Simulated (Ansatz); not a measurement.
Born–Oppenheimer molecular dynamics of CH3Cl + H4OSi (11 atoms, charge 0, multiplicity 1). It starts from a relaxed structure.

These are results of Ansatz, RKS PBE-D4/6-31G, not measurements.

- ensemble: NVT, Langevin thermostat
- time step: 2 fs
- steps asked: 120
- set temperature: 200 K
- friction: 0.005 /fs
- seed: 499972

First frame:

```xyz
11
Properties=species:S:1:pos:R:3
Si -0.170 0.828 -2.237
O 0.121 -0.003 -0.723
H 1.006 0.719 -3.196
H -1.369 0.129 -2.824
H -0.486 2.303 -2.043
H 0.877 0.269 -0.149
C -0.162 -0.951 2.235
Cl 1.453 0.036 2.234
H -0.527 -0.914 1.200
H -0.835 -0.450 2.940
H 0.091 -1.966 2.562
```

What does the run give?

The run went to its last step.

```yaml
steps_done: 120
time_covered: 240 fs
mean_temperature_over_the_second_half: 169 K
spread_of_the_potential_energy_over_the_second_half: 3.2 meV per atom
mean_potential_energy_of_the_second_half_above_the_start: 15.4 meV per atom
```

The mean temperature of the second half is 16 % below the set value. A step of 2 fs is long for free X–H stretches (periods near 10 fs) and can bias their spread and the temperature. A run of 0.24 ps of so small a system gives no equilibrium averages. Limits of this set-up: no polarisation functions.

What happens to the structure?

The same pairs are bonded in the first frame and the last. Pairs count as bonded within 1.25 times the sum of covalent radii (0.12 Å more for H–H). This is one draw of velocities; another would differ in detail.

How do temperature and energy run in time?


| time (fs) | T (K) | potential energy less start (eV) |
| --- | --- | --- |
| 0.0 | 182 | 0.000 |
| 8.0 | 157 | 0.068 |
| 16.0 | 139 | 0.096 |
| 24.0 | 162 | 0.092 |
| 32.0 | 143 | 0.121 |
| 40.0 | 134 | 0.160 |
| 48.0 | 169 | 0.118 |
| 56.0 | 141 | 0.151 |
| 64.0 | 98 | 0.210 |
| 72.0 | 111 | 0.226 |
| 80.0 | 133 | 0.170 |
| 88.0 | 119 | 0.228 |
| 96.0 | 138 | 0.173 |
| 104.0 | 132 | 0.187 |
| 112.0 | 117 | 0.189 |
| 120.0 | 144 | 0.151 |
| 128.0 | 157 | 0.131 |
| 136.0 | 160 | 0.156 |
| 144.0 | 199 | 0.099 |
| 152.0 | 163 | 0.145 |
| 160.0 | 148 | 0.159 |
| 168.0 | 181 | 0.119 |
| 176.0 | 177 | 0.192 |
| 184.0 | 174 | 0.203 |
| 192.0 | 201 | 0.142 |
| 200.0 | 149 | 0.249 |
| 208.0 | 169 | 0.189 |
| 216.0 | 180 | 0.151 |
| 224.0 | 131 | 0.253 |
| 232.0 | 163 | 0.197 |
| 240.0 | 221 | 0.153 |

The run took 13 min on 1 CPU thread of a shared host.
